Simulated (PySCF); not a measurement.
**Molecular orbitals of AlHg⁺**

HSE06 at R = 2.966 Å; PySCF, scalar-relativistic core potentials, basis sets Al def2-SVP, Hg def2-SVP with ECP60. State: ¹Σ⁺ (singlet), closed shell. Only the outer orbitals are listed, counted within each symmetry, core potentials removing the inner ones.

| orbital | occ. | ε (eV) | on Al (%) | main shells (%) |
| --- | --- | --- | --- | --- |
| 6σ | 2 | -17.22 | 6 | 92 Hg d |
| 3π | 2 | -16.94 | 0 | 100 Hg d |
| 3π | 2 | -16.94 | 0 | 100 Hg d |
| 1δ | 2 | -16.79 | 0 | 100 Hg d |
| 1δ | 2 | -16.79 | 0 | 100 Hg d |
| 7σ | 2 | -14.74 | 70 | 69 Al s, 19 Hg s |
| 8σ | 2 | -12.09 | 32 | 69 Hg s, 22 Al s, 9 Al p |
| 4π | 0 | -7.90 | 93 | 93 Al p |
| 4π | 0 | -7.90 | 93 | 93 Al p |
| 9σ | 0 | -7.57 | 67 | 67 Al p, 20 Hg p, 12 Hg s |

Task: Which are the highest filled and the lowest empty level, where do they sit, and how wide is the gap?

Result: Highest filled 8σ at -12.09 eV (in %: 69 Hg s, 22 Al s, 9 Al p); lowest empty 4π at -7.90 eV (in %: 93 Al p); the gap at HSE06 is 4.19 eV.

| Item | Value |
| --- | --- |
| bond order (Mayer) | 0.47 |
| ⟨S²⟩ | 0.000 |
| charge on Al (Mulliken, basis-dependent) | 0.83 |
| charge on Al (Löwdin, basis-dependent) | 0.76 |
| dipole moment (positive dipole points towards Hg; it is taken about the centre of mass and depends on that origin) | -7.97 D |

Closed-shell solutions of metal pairs were not tested for spin polarisation, which can lower them a little. Spin–orbit coupling is left out.
